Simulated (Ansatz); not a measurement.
Reactions of CH9AlOSi2 (`[AlH2][O]C[SiH2][SiH3]`).

Isolated molecules relaxed with PBE0-D4/def2-TZVP in Ansatz; ΔE leaves out vibrations. CCSD(T)/CBS adds triple-zeta CCSD(T) − MP2 to the extrapolated MP2 energy (def2 sets, frozen cores). This one scheme is used for every species, atoms too. DFT in def2-TZVPP. Open shells (•) are unrestricted, without spin–orbit coupling. Spin–orbit coupling would lower the free atoms: a little for Al, C, O, Si. For Sc outer-core shells are correlated without core-valence functions, so the limit isn't a true one: a few kJ/mol of doubt a bond, and 10 to 20 or more in all where bonds break to atoms. Scalar relativity is left out up to krypton. One conformer a species, not always the lowest.

```csv
reaction,ωB97X-V (eV)
`[AlH2][O]C[SiH2][SiH3]` + `N[SiH2][SiH3]` → `[AlH2][NH][SiH2][SiH3]` + `OC[SiH2][SiH3]`,0.34
`[AlH2][O]C[SiH2][SiH3]` + H₂O → `[OH][AlH2]` + `OC[SiH2][SiH3]`,-0.01
`[AlH2][O]C[SiH2][SiH3]` + `[OH][Sc]([F])[Cl]` → `[F][Sc]([Cl])[O][SiH3]` + `[AlH2][O]C[SiH3]`,-1.07
`[AlH2][O]C[SiH2][SiH3]` + H₂S → `[SiH3][SiH2]S` + `C[O][AlH2]`,-0.74
`[AlH2][O]C[SiH2][SiH3]` + `CB[SiH3]` → `CB[SiH2][AlH2]` + `OC[SiH2][SiH3]`,1.31
`[AlH2][O]C[SiH2][SiH3]` + `CO[SiH2]N` → `N[SiH2]OC[SiH3]` + `[AlH2][O]C[SiH3]`,0.22
`[AlH2][O]C[SiH2][SiH3]` → Al• + C• + 9 H• + O• + 2 Si•,46.46
`[AlH2][O]C[SiH2][SiH3]` + `C=N` → `N=CC[SiH2][SiH3]` + `[OH][AlH2]`,-0.95
`[AlH2][O]C[SiH2][SiH3]` + `[CH3][AlH][OH]` → `[CH3][AlH][O][SiH2][SiH3]` + `C[O][AlH2]`,-1.23
`[AlH2][O]C[SiH2][SiH3]` → `[AlH2][O]C[SiH3]` + `[SiH2]`,2.57
```

Question: Give the CCSD(T)/CBS values in the same order. (Estimate.)

Answer: The calculation gave: 0.32, 0.02, -1.13, -0.75, 1.29, 0.22, 46.21, -1.01, -1.23, 2.46 eV.

Largest T1 diagnostic: 0.018, for Al•.
